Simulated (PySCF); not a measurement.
Si(Br)(NH2) (BrH₂NSi), SMILES Br[Si]N (connectivity only; charge and spin as stated), neutral, multiplicity 1.

The structure is a stationary point at PBE0-D3(BJ)/def2-TZVP. Other conformers were not sampled.

All values below come from B3LYP/def2-TZVPD run with PySCF.

Isolated molecule, no solvent.

```
Property                                                                                                       Result
---------------------------------------------------------------------------------------------  ----------------------
total energy                                                                                      -2919.74362 hartree
point group                                                                                                        Cs
highest occupied level                                                                                       -6.95 eV
lowest empty level                                                                                           -1.93 eV
orbital gap                                                                                                   5.01 eV
dipole moment                                                                                                  2.78 D
quadrupole, principal values (traceless, Buckingham form, about the centre of nuclear charge)  -3.66, -3.11, 6.77 D·Å
mean static polarisability                                                                       64.3 bohr³ (9.53 Å³)
polarisability, principal values                                                               50.4, 60.6, 82.0 bohr³
```
